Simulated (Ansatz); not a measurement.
AlBH7NSi (`NB[SiH2][AlH2]`) at its PBE0-D4/def2-TZVP geometry, where that method's forces vanish. Total charge 0; spin multiplicity 1.

```xyz
11

N     0.6164    2.0979   -0.3799
B     0.9432    0.8917    0.2221
Si   -0.4770   -0.3605    0.9138
Al   -0.7176   -2.2126   -0.6716
H    -0.3259    2.4419   -0.4627
H     1.3057    2.7257   -0.7608
H     2.1046    0.5936    0.2717
H    -0.0968   -0.8923    2.2567
H    -1.7901    0.3441    1.0634
H     0.1662   -3.5307   -0.5560
H    -1.7286   -2.0990   -1.8967
```

Problem. What forces (eV/Å) does r2SCAN-D4/def2-TZVPP give on these atoms in Ansatz? (An estimate is asked.)

Solution. Computed: 
```
N1  -0.028  0.093 -0.050
B2   0.060 -0.159  0.075
Si3 -0.014 -0.006  0.013
Al4 -0.005 -0.019 -0.013
H5  -0.015  0.020 -0.010
H6   0.006  0.028 -0.013
H7  -0.024  0.012 -0.002
H8   0.000  0.005 -0.015
H9   0.013 -0.001 -0.003
H10 -0.017  0.029 -0.006
H11  0.024 -0.003  0.024
```
